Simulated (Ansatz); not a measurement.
A basis-limit estimate, worked out

The pair of F⁻ (SMILES [F-], atom 1) and CH$_{6}$Si (SMILES C[SiH3], atoms 2–9), both closed shells, in one local arrangement (a lower one may exist), relaxed at PBE0-D4/def2-TZVPD:

| atom | x (Å) | y (Å) | z (Å) |
| --- | --- | --- | --- |
| F1 | 1.0942 | 0.0744 | -1.6153 |
| C2 | 0.5299 | -0.1678 | 0.9620 |
| Si3 | -0.3969 | 0.1223 | -0.6903 |
| H4 | 1.6127 | -0.2655 | 0.8455 |
| H5 | 0.1387 | -1.0734 | 1.4391 |
| H6 | 0.3172 | 0.6629 | 1.6442 |
| H7 | -0.6172 | 1.5400 | -1.1872 |
| H8 | -1.7884 | 0.1762 | 0.0942 |
| H9 | -0.8902 | -1.0690 | -1.4922 |

Both fragments are computed in the basis of the whole pair.

Ansatz 0.2.0; basis: def2-TZVPPD and def2-QZVPPD; cores frozen in the correlated methods.

Energies in eV:

| quantity | pair | first fragment | second fragment |
| --- | --- | --- | --- |
| Hartree–Fock, triple zeta (X = 3) | -11696.33668 | -2706.33286 | -8987.23534 |
| Hartree–Fock, quadruple zeta (X = 4) | -11696.75743 | -2706.42214 | -8987.52966 |
| MP2 correlation, X = 3 | -16.58734 | -7.87446 | -8.86880 |
| MP2 correlation, X = 4 | -17.81177 | -8.52419 | -9.39296 |
| CCSD(T) correlation, X = 3 | -18.13214 | -7.98164 | -10.30235 |

**Question.** Work out the interaction energy at the basis limit: extrapolate Hartree–Fock as E(X) = E∞ + A exp(−7.88 √X) and the MP2 correlation as E(X) = E∞ + B X^−2.97 (the exponents that Neese and Valeev fitted for def2-TZVPP and QZVPP, reused here for the diffuse sets), then add CCSD(T) − MP2 in triple zeta.

**Answer.** Each step is linear, so take the differences first (pair − first fragment − second fragment): Hartree–Fock -2.76848 (X = 3) and -2.80563 (X = 4); MP2 correlation 0.15592 and 0.10538; CCSD(T) correlation 0.15185.
Two points give E∞ = E(4) + w [E(4) − E(3)], with w = 1/(exp(7.88 (2 − √3)) − 1) = 0.1377 for Hartree–Fock and w = 1/((4/3)^2.97 − 1) = 0.7407 for the correlation.
Hartree–Fock: -2.80563 + 0.1377 × (-0.03715) = -2.8107 eV.
MP2 correlation: 0.10538 + 0.7407 × (-0.05054) = 0.0679 eV.
CCSD(T) − MP2: 0.15185 − 0.15592 = -0.0041 eV.
Sum: -2.8107 + 0.0679 + (-0.0041) = -2.7469 eV, or -63.34 kcal/mol. Plain CCSD(T) in triple zeta gives -2.6166 eV, so the larger basis shifts the result by -0.1303 eV.

T1 diagnostic: at most 0.024.

For scale, one of the runs: CCSD(T)/def2-TZVPPD, 227 basis functions, launched by `ansatz run in.yaml --threads 4 --pin off --events-out ev --progress --plain --max-ram 9574MiB`. The run took 50 s on 4 CPU threads of an Arm Neoverse V1 (shared host), with 3.8 GiB of host memory at its peak.
